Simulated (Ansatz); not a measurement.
One step, two centres

1,2-elimination, with the central atom changed down its group and all else kept; in the first member these bonds form or tighten: H–Si; these break or loosen: B–Si, H–S.

Gas-phase electronic energies, without zero-point energy, by CCSD(T) at an estimated basis limit (MP2 extrapolated from triple and quadruple zeta, plus CCSD(T) − MP2 in triple zeta); Ansatz 0.2.0, def2-TZVPP and QZVPP, frozen cores, on PBE0-D4/def2-TZVP structures. Extrapolation: Hartree–Fock as exp(−7.88 √X), correlation as X^−2.97. All energies, in kcal/mol, count from the reactant; the end structure is reached by relaxing down from the saddle. Brackets give SMILES, or, where every atom is bracketed, only which atoms are joined. Steps whose reference was doubtful or whose search ended elsewhere are left out.

| reactants | products | saddle | end structure | saddle by PBE-D4/TZ |
| --- | --- | --- | --- | --- |
| BSiH₅S ([SiH3][BH][SH]) | BHS ([BH][S]) + SiH₄ | 46.86 | 8.93 | 38.94 |
| GaSiH₅S ([SiH3][GaH][SH]) | GaHS ([S][GaH]) + SiH₄ | ? | 20.48 | 45.21 |

Task: What is the height of the saddle for GaSiH₅S ([SiH3][GaH][SH])? (An estimate is asked for; the value comes from the calculation.)

Result: Computed: 53.42 kcal/mol relative to the reactant, the higher of the two.

Task: How do the PBE-D4 saddles lie against the coupled-cluster estimate?

Result: Both lower, by 7.92 to 8.21 kcal/mol.

The T1 diagnostic stays at or below 0.020. The filled d shells of Ga are correlated in sets not built for that, so values that involve them are less sure.

For scale, one of the runs: CCSD(T)/def2-TZVPP, 202 basis functions, launched by `ansatz run in.yaml --threads 4 --pin off --events-out ev --progress --plain --max-ram 9574MiB`. Hardware: 4 CPU threads of an AMD EPYC, shared host. Wall time 70 s; peak host memory 2.3 GiB.
